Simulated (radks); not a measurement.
Initial-state core-level shifts of the mercury ion Hg2+ when its valence configuration changes from [Xe] 4f14 5d10. Method: Dirac Kohn-Sham, PBE, spin-unpolarised, spherical densities, finite nucleus; open shells are shared between the two j in proportion to 2j + 1; Fermi nuclear charge, rms radius 5.4648 fm; computed with a radial shooting solver on a logarithmic mesh with Libxc functionals. Shifts are changes of the shell-averaged eigenvalues in eV (positive: less bound); the change of the density at the nucleus, which sets a Mossbauer isomer shift, is in e/bohr^3, on a base of 2.324e+06.

valence,1s,2p,4s,4p,density at nucleus
4f14 5d9 6p1,-5.669,-5.805,-5.723,-5.721,+20.6
4f14 5d9.5 6p0.5,-2.816,-2.881,-2.844,-2.843,+9.6
4f12 5d10 6p2,-38.394,-40.963,-40.036,-38.804,+403.3
4f12 5d10 6s0.5 6p1.5,-37.557,-40.150,-39.213,-37.981,+531.8
4f14 5d9 6s1,-3.951,-4.135,-4.035,-4.034,+242.4
4f13.5 5d10 6p0.5,-9.254,-9.860,-9.730,-9.438,+95.5
4f13 5d10 6s1,-17.008,-18.293,-17.947,-17.353,+421.7
4f14 5d8 6p2,-11.470,-11.771,-11.570,-11.563,+46.5
4f13 5d10 6p1,-18.747,-19.982,-19.657,-19.061,+194.6
